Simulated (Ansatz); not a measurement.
Mulliken charges of CH₅NOSi₂, SMILES `O=C[SiH]1N[SiH2]1` from PBE/def2-TZVPP in Ansatz (PBE0-D4/def2-TZVP geometry).

```tsv
atom	x (Å)	y (Å)	z (Å)	charge (e)
O1	-1.484	-1.866	1.972	-0.201
C2	-1.349	-0.985	1.162	0.051
Si3	0.284	-0.721	0.197	0.256
N4	0.159	0.171	-1.279	-0.339
Si5	1.021	1.328	-0.328	0.204
H6	-2.181	-0.263	0.977	0.049
H7	1.078	-1.976	0.224	-0.054
H8	-0.189	0.052	-2.215	0.140
H9	2.427	1.616	-0.712	-0.052
H10	0.317	2.593	0.006	-0.054
```

Q: By hand: the dipole of these point charges (1 e Å = 4.8032 D).

A: Σ q r = (0.122, 0.230, -0.158) e Å, of length 0.305 e Å = 1.46 D.

Q: How does the dipole of the full density compare? (An estimate is asked.)

A: The calculation gave: (0.069, 0.324, -0.500) e Å, 2.88 D; the point charges give 0.51 times that, at 28° from its direction.

Point charges leave out the atoms' own dipoles, such as those of lone pairs, and Mulliken's split depends on the basis, so the two needn't agree.
